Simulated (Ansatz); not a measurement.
Z-matrix (Å, degrees):
```
W
S 1 2.086
Cl 1 2.281 2 105.8
Cl 1 2.281 2 105.8 3 176.8
F 1 1.859 2 104.6 3 88.4
Cl 1 2.278 2 103.4 3 -91.6
```

Charge 0, multiplicity 1. W takes the def2 core potential.

Q: List the r2SCAN/def2-TZVPP orbital energies in eV (Ansatz). (Best estimate.)

A: The calculation gave: Occupied: -2754.04, -2754.01, -2754.01, -2410.43, -666.94, -255.44, -255.40, -255.40, -214.88, -193.94, -193.91, -193.91, -193.86, -193.85, -193.82, -193.82, -193.81, -193.81, -158.87, -158.85, -158.85, -83.18, -46.76, -46.57, -46.52, -31.21, -22.06, -21.63, -21.53, -18.88, -12.97, -12.14, -12.00, -11.60, -10.83, -10.64, -10.09, -9.91, -9.60, -9.28, -8.92, -8.85, -8.17, -8.11, -8.02. Lowest empty: -5.06, -4.28, -4.07, -3.07, -1.48, 0.49, 2.69, 2.98.
